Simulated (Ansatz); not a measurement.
H4NSi (SMILES [NH][SiH3]), doublet, geometry from GFN2-xTB; Ansatz (a quantum-chemistry and plane-wave program) with MP2/6-31G**.

Here is a job for Ansatz.
Ansatz 0.2 input:
```yaml
crystal:
  periodic: [false, false, false]
  atoms:
    - {symbol: N, position_ang: [1.07284404, -0.47233394, -0.03757332]}
    - {symbol: Si, position_ang: [-0.46623376, 0.17659403, 0.02505938]}
    - {symbol: H, position_ang: [1.90814349, 0.00985181, -0.32564380]}
    - {symbol: H, position_ang: [-0.91969709, -0.03779712, 1.41254787]}
    - {symbol: H, position_ang: [-1.29533293, -0.71428448, -0.80899513]}
    - {symbol: H, position_ang: [-0.67574904, 1.57625096, -0.36572701]}
basis:
  gaussian:
    orbitals: 6-31G__.json
magnetization: {spin_polarized: true, initial_magnetization: 1}
correlation: {method: mp2}
```
The basis file holds 6-31G** in the JSON format of the Basis Set Exchange.

Output, abridged:

```
Functional definition: HF
511 factors; integrals over basis functions are off by at most 1.6e-3 eV
mean field evaluation 1: about -9402.7233 eV, gradient 1.9e1 eV
mean field evaluation 2: about -9402.7500 eV, gradient 1.9e1 eV
mean field evaluation 4: about -9405.5311 eV, gradient 2.7e0 eV
mean field evaluation 8: about -9405.6865 eV, gradient 1.3e-1 eV
mean field evaluation 16: about -9405.5549 eV, gradient 1.9e0 eV
mean field evaluation 32: about -9404.8152 eV, gradient 9.1e-1 eV
mean field -9405.68685138 eV, -345.6526163846 hartree, gradient 1.3e-6 eV, S^2 0.758518; 5 other end points of the search recorded, 0 dependent functions left out
6 core orbitals not correlated
reference -9405.68685138 eV, -345.6526163846 hartree; 7, 6 occupied and 41, 42 virtual orbitals, 511 factors
second order -6.35164724 eV of doubles, -0.00000000 eV of singles
Total energy: -9412.03849862 eV, -345.8860351154 hartree
```
